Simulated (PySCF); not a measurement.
**Steps of a relaxation of [Lu(NH3)8]3+**

[Lu(NH3)8]3+ (singlet in the valence; each metal's 4f electrons, 14 of them, lie in its core potential, out of spins and levels). PySCF 2.14.0, RKS BP86, Lu lcecp-1-SVP with ECP60, N def2-SVP, H def2-SVP; non-relativistic Hamiltonian with scalar-relativistic core potentials where named; density fitting; no spin-orbit coupling. Origin of the start: template. Columns: position (Å) and force (eV/Å). Energies are counted from the last step; some of the 25 steps are shown. Forces carry noise of the integration grid, about 0.01 to 0.03 eV/Å.

Run from Python with OMP_NUM_THREADS=8. Where DIIS fails, smearing, a level shift and second-order steps follow.
It took 5.5 min on 8 threads of Arm Neoverse V1, on a shared host, from the converged density of the start.

```xyz
33
step 0  E = 0.681 eV
Lu    0.0000    0.0000    0.0000     0.00    0.00    0.00
N     2.1304    0.0000    1.2793    -0.74    0.05   -0.32
H     2.0528   -0.4696    2.1815     0.22   -0.16    0.61
H     2.8903   -0.4696    0.7869     0.55   -0.22   -0.04
H     2.4716    0.9392    1.4842     0.41    0.37    0.27
N     0.0000    2.1304    1.2793    -0.05   -0.74   -0.32
H     0.4696    2.0528    2.1815     0.16    0.22    0.61
H     0.4696    2.8903    0.7869     0.22    0.55   -0.04
H    -0.9392    2.4716    1.4842    -0.37    0.41    0.27
N    -2.1304    0.0000    1.2793     0.74   -0.05   -0.32
H    -2.0528    0.4696    2.1815    -0.22    0.16    0.61
H    -2.8903    0.4696    0.7869    -0.55    0.22   -0.04
H    -2.4716   -0.9392    1.4842    -0.41   -0.37    0.27
N     0.0000   -2.1304    1.2793     0.05    0.74   -0.32
H    -0.4696   -2.0528    2.1815    -0.16   -0.22    0.61
H    -0.4696   -2.8903    0.7869    -0.22   -0.55   -0.04
H     0.9392   -2.4716    1.4842     0.37   -0.41    0.27
N     1.5064    1.5064   -1.2793    -0.56   -0.49    0.32
H     2.3758    1.7117   -0.7869     0.54    0.23    0.05
H     1.7836    1.1195   -2.1815     0.27    0.04   -0.61
H     1.0836    2.4117   -1.4842     0.03    0.55   -0.27
N    -1.5064    1.5064   -1.2793     0.49   -0.56    0.32
H    -1.7117    2.3758   -0.7869    -0.23    0.54    0.05
H    -1.1195    1.7836   -2.1815    -0.04    0.27   -0.61
H    -2.4117    1.0836   -1.4842    -0.55    0.03   -0.27
N    -1.5064   -1.5064   -1.2793     0.56    0.49    0.32
H    -2.3758   -1.7117   -0.7869    -0.54   -0.23    0.05
H    -1.7836   -1.1195   -2.1815    -0.27   -0.04   -0.61
H    -1.0836   -2.4117   -1.4842    -0.03   -0.55   -0.27
N     1.5064   -1.5064   -1.2793    -0.49    0.56    0.32
H     1.7117   -2.3758   -0.7869     0.23   -0.54    0.05
H     1.1195   -1.7836   -2.1815     0.04   -0.27   -0.61
H     2.4117   -1.0836   -1.4842     0.55   -0.03   -0.27
```

```xyz
33
step 8  E = 0.052 eV
Lu    0.0000    0.0000   -0.0005     0.00    0.00    0.00
N     2.1634    0.0294    1.4152    -0.09   -0.02   -0.05
H     2.0415   -0.2849    2.3971     0.04    0.05   -0.06
H     2.9191   -0.5863    1.0606    -0.03    0.05    0.07
H     2.6308    0.9487    1.5168     0.01   -0.06    0.01
N    -0.0294    2.1634    1.4152     0.02   -0.09   -0.05
H     0.2849    2.0415    2.3971    -0.05    0.04   -0.06
H     0.5863    2.9191    1.0606    -0.05   -0.03    0.07
H    -0.9487    2.6308    1.5168     0.06    0.01    0.01
N    -2.1634   -0.0294    1.4152     0.09    0.02   -0.05
H    -2.0415    0.2849    2.3971    -0.04   -0.05   -0.06
H    -2.9191    0.5863    1.0606     0.03   -0.05    0.07
H    -2.6308   -0.9487    1.5168    -0.01    0.06    0.01
N     0.0294   -2.1634    1.4152    -0.02    0.09   -0.05
H    -0.2849   -2.0415    2.3971     0.05   -0.04   -0.06
H    -0.5863   -2.9191    1.0606     0.05    0.03    0.07
H     0.9487   -2.6308    1.5168    -0.06   -0.01    0.01
N     1.5092    1.5513   -1.4155    -0.05   -0.08    0.05
H     2.4785    1.6506   -1.0602    -0.05    0.01   -0.07
H     1.6459    1.2438   -2.3974     0.00    0.06    0.06
H     1.1892    2.5317   -1.5165     0.05   -0.03   -0.01
N    -1.5513    1.5092   -1.4155     0.08   -0.05    0.05
H    -1.6506    2.4785   -1.0602    -0.01   -0.05   -0.07
H    -1.2438    1.6459   -2.3974    -0.06    0.00    0.06
H    -2.5317    1.1892   -1.5165     0.03    0.05   -0.01
N    -1.5092   -1.5513   -1.4155     0.05    0.08    0.05
H    -2.4785   -1.6506   -1.0602     0.05   -0.01   -0.07
H    -1.6459   -1.2438   -2.3974     0.00   -0.06    0.06
H    -1.1892   -2.5317   -1.5165    -0.05    0.03   -0.01
N     1.5513   -1.5092   -1.4155    -0.08    0.05    0.05
H     1.6506   -2.4785   -1.0602     0.01    0.05   -0.07
H     1.2438   -1.6459   -2.3974     0.06    0.00    0.06
H     2.5317   -1.1892   -1.5165    -0.03   -0.05   -0.01
```

```xyz
33
step 16  E = 0.006 eV
Lu    0.0000    0.0000    0.0003     0.00    0.00    0.00
N     2.1374    0.0570    1.4204     0.03    0.00    0.01
H     1.9877   -0.0460    2.4426     0.02    0.00   -0.06
H     2.8255   -0.6907    1.2119    -0.03    0.06    0.03
H     2.7051    0.9227    1.3581    -0.02   -0.06    0.01
N    -0.0570    2.1374    1.4204     0.00    0.03    0.01
H     0.0460    1.9877    2.4426     0.00    0.02   -0.06
H     0.6907    2.8255    1.2119    -0.06   -0.03    0.03
H    -0.9227    2.7051    1.3581     0.06   -0.02    0.01
N    -2.1374   -0.0570    1.4204    -0.03    0.00    0.01
H    -1.9877    0.0460    2.4426    -0.02    0.00   -0.06
H    -2.8255    0.6907    1.2119     0.03   -0.06    0.03
H    -2.7051   -0.9227    1.3581     0.02    0.06    0.01
N     0.0570   -2.1374    1.4204     0.00   -0.03    0.01
H    -0.0460   -1.9877    2.4426     0.00   -0.02   -0.06
H    -0.6907   -2.8255    1.2119     0.06    0.03    0.03
H     0.9227   -2.7051    1.3581    -0.06    0.02    0.01
N     1.4745    1.5486   -1.4205    -0.05   -0.04    0.06
H     2.4860    1.5115   -1.2083     0.06    0.01    0.00
H     1.4479    1.3666   -2.4390     0.00   -0.02   -0.06
H     1.2625    2.5596   -1.3652    -0.01    0.05    0.01
N    -1.5486    1.4745   -1.4205     0.04   -0.05    0.06
H    -1.5115    2.4860   -1.2083    -0.01    0.06    0.00
H    -1.3666    1.4479   -2.4390     0.02    0.00   -0.06
H    -2.5596    1.2625   -1.3652    -0.05   -0.01    0.01
N    -1.4745   -1.5486   -1.4205     0.05    0.04    0.06
H    -2.4860   -1.5115   -1.2083    -0.06   -0.01    0.00
H    -1.4479   -1.3666   -2.4390     0.00    0.02   -0.06
H    -1.2625   -2.5596   -1.3652     0.01   -0.05    0.01
N     1.5486   -1.4745   -1.4205    -0.04    0.05    0.06
H     1.5115   -2.4860   -1.2083     0.01   -0.06    0.00
H     1.3666   -1.4479   -2.4390    -0.02    0.00   -0.06
H     2.5596   -1.2625   -1.3652     0.05    0.01    0.01
```

Problem. Where does the relaxation end?

Solution. It converges at step 24 in S8:
```xyz
33
step 24  E = 0
Lu    0.0000    0.0000    0.0006
N     2.1368    0.0625    1.4197
H     1.9811    0.0049    2.4430
H     2.8131   -0.7035    1.2500
H     2.7220    0.9121    1.3271
N    -0.0625    2.1368    1.4197
H    -0.0049    1.9811    2.4430
H     0.7035    2.8131    1.2500
H    -0.9121    2.7220    1.3271
N    -2.1368   -0.0625    1.4197
H    -1.9811   -0.0049    2.4430
H    -2.8131    0.7035    1.2500
H    -2.7220   -0.9121    1.3271
N     0.0625   -2.1368    1.4197
H     0.0049   -1.9811    2.4430
H    -0.7035   -2.8131    1.2500
H     0.9121   -2.7220    1.3271
N     1.4727    1.5499   -1.4194
H     2.4923    1.4853   -1.2487
H     1.4040    1.3965   -2.4423
H     1.2873    2.5650   -1.3296
N    -1.5499    1.4727   -1.4194
H    -1.4853    2.4923   -1.2487
H    -1.3965    1.4040   -2.4423
H    -2.5650    1.2873   -1.3296
N    -1.4727   -1.5499   -1.4194
H    -2.4923   -1.4853   -1.2487
H    -1.4040   -1.3965   -2.4423
H    -1.2873   -2.5650   -1.3296
N     1.5499   -1.4727   -1.4194
H     1.4853   -2.4923   -1.2487
H     1.3965   -1.4040   -2.4423
H     2.5650   -1.2873   -1.3296
```

Problem. How did the contacts change?

Solution. 
| contact | start (Å) | end (Å) |
| --- | --- | --- |
| Lu1–N2 (NH3) | 2.485 | 2.566 |
| Lu1–N6 (NH3) | 2.485 | 2.566 |
| Lu1–N10 (NH3) | 2.485 | 2.566 |
| Lu1–N14 (NH3) | 2.485 | 2.566 |
| Lu1–N18 (NH3) | 2.485 | 2.567 |
| Lu1–N22 (NH3) | 2.485 | 2.567 |
| Lu1–N26 (NH3) | 2.485 | 2.567 |
| Lu1–N30 (NH3) | 2.485 | 2.567 |


An lcecp potential fixes the number of 4f electrons, so in runs with it no electron can move into or out of that shell.
